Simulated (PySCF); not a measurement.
Correlation energy of Zn²⁺ (zinc, charge +2)

[Ar] 3d9 4p1, one real determinant (an excited configuration). Calculation: PySCF 2.14, in def2-QZVPPD (11s6p5d4f2g, 100 functions); no relativity, point nucleus. Frozen: [Ar]; 10 electrons correlated.

```csv
level,correlation energy (mhartree)
CCSD,-331.10
(T),-6.71
CCSD(T),-337.81
```

Diagnostics: T1 = 0.0078, D1 = 0.0257, largest double amplitude 0.036.

**Question.** Is a single reference adequate?

**Answer.** Yes: T1 lies below 0.03 and no double amplitude reaches 0.07.

The reference is one real determinant that mixes LS terms of this configuration.
